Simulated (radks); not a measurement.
Results of a calculation; reference values are marked as such.
Q: Si, configuration [Ne] 3s2 3p2. Level of theory: Dirac Kohn-Sham, LDA (Slater exchange, Perdew-Wang correlation), spin-unpolarised, spherical densities, finite nucleus; open shells are shared between the two j in proportion to 2j + 1; Fermi nuclear charge, rms radius 3.1224 fm (a radial shooting solver on a logarithmic mesh with Libxc functionals). Some entries of the table are withheld. Estimate them.

orbital,occ.,eigenvalue (hartree),<r^2> (bohr^2),r(max) (bohr)
1s1/2,2,-65.35230,0.01678,0.07284
2s1/2,2,(1),(2),0.4559
2p1/2,2,-3.52893,0.3648,0.3860
2p3/2,4,-3.50517,0.3678,0.3876
3s1/2,2,-0.39978,5.440,1.773
3p1/2,0.666667,(3),(4),(5)
3p3/2,1.33333,(6),(7),(8)

A: 
(1) 2s1/2 eigenvalue (hartree): -5.09828
(2) 2s1/2 <r^2> (bohr^2): 0.3895
(3) 3p1/2 eigenvalue (hartree): -0.15378
(4) 3p1/2 <r^2> (bohr^2): 9.368
(5) 3p1/2 r(max) (bohr): 2.141
(6) 3p3/2 eigenvalue (hartree): -0.15257
(7) 3p3/2 <r^2> (bohr^2): 9.434
(8) 3p3/2 r(max) (bohr): 2.148
